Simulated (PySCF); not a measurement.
# In: excitation energy

In [Kr] 4d10 5s2 5p1 (2P) → In [Kr] 4d10 5s2 6s1 (2S), as a difference of total energies. Computed with PySCF 2.14 in aug-cc-pwCVDZ-PP with ECP28MDF (6s5p4d1f, 48 functions), with scalar relativity through the core potential. Correlated levels: valence: 4s2 4p6 4d10 frozen; valence and next inner shell: nothing frozen outside the core potential. The calculations carry no spin-orbit coupling.

```csv
method,excitation energy (eV)
UHF,2.749
LDA,2.831
PBE,2.709
PBE0,2.784
r2SCAN,2.939
B2PLYP,2.815
BLYP,2.747
TPSS,2.733
r2SCAN0,2.970
MP2 (valence),2.749
SCS-MP2 (valence),2.747
MP2 (valence and next inner shell),2.683
SCS-MP2 (valence and next inner shell),2.663
```

How much does correlation contribute at MP2 (valence and next inner shell)?

2.683 − (2.749) = -0.066 eV, measured against UHF.

Errors of the correlated levels include the incompleteness of this basis and the frozen core.

For comparison: 2.839 eV (measured; NIST levels, between the centres of gravity of the two terms).
